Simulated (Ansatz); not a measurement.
Isolated molecules relaxed with PBE0-D4/def2-TZVP in Ansatz; ΔE leaves out vibrations. CBS: MP2 limit from def2 TZ/QZ plus the TZ coupled-cluster correction, frozen cores. This one scheme is used for every species. DFT in def2-TZVPP. HSE06 is defined as in plane-wave codes. For Ti outer-core shells are correlated without core-valence functions, which leaves a few kJ/mol of doubt a bond. Scalar relativity is left out up to krypton.

`[CH3][Ti]([CH3])([F])[F]` + H–F → `[CH3][Ti]([F])([F])[F]` + CH₄  (ligand exchange at a Ti–C bond)

`[CH3][Ti]([CH3])([F])[F]`:

Z-matrix (Å, degrees):
```
C
Ti 1 2.047
H 1 1.095 2 109.8
H 1 1.095 2 109.6 3 119.9
H 1 1.095 2 109.6 3 -119.9
C 2 2.048 1 105.3 3 -179.5
F 2 1.757 1 108.6 3 -63.3
F 2 1.757 1 108.6 3 64.3
H 6 1.094 2 109.6 1 59.4
H 6 1.095 2 109.8 1 179.3
H 6 1.094 2 109.6 1 -60.8
```

H–F:

```xyz
2

F    -0.030   -0.395   -0.235
H     0.030    0.395    0.235
```

`[CH3][Ti]([F])([F])[F]`:

```xyz
8

C    -0.934    0.489   -0.133
Ti    0.855   -0.448    0.122
F     0.603   -2.104   -0.385
F     1.992    0.409   -0.895
F     1.228   -0.308    1.826
H    -1.219    0.435   -1.188
H    -1.689   -0.008    0.481
H    -0.837    1.535    0.172
```

CH₄:

```xyz
5

C     0.000    0.000    0.000
H     0.099   -1.073   -0.163
H     0.696    0.315    0.777
H    -1.019    0.228    0.312
H     0.224    0.530   -0.925
```

CCSD(T)/CBS gives -2.10 eV.

Another level gave -2.35 eV. Which?
A. BLYP/def2-TZVPP
B. CAM-B3LYP/def2-TZVPP
C. HSE06/def2-TZVPP
D. PBE-D4/def2-TZVPP

B. CAM-B3LYP -2.35, HSE06 -2.22, PBE-D4 -2.26, BLYP -2.39 eV.

Largest T1 diagnostic among the species: 0.022, so the coupled-cluster value is less sure than usual.

From r2SCAN to r2SCAN0 (25 % exact exchange), in def2-TZVPP and without D4, ΔE moves by +0.09 eV. At CCSD(T), def2-SVP lies −0.34 eV from the extrapolated value and def2-TZVPP −0.08 eV. The D4 term adds +0.06 eV with B3LYP and +0.04 eV with PBE0; it sums over pairs of atoms, weighted by their polarisabilities, and B3LYP, whose exchange is more repulsive, gets the larger term.

B3LYP here is the variant with VWN-RPA as its local correlation; programs differ in this.
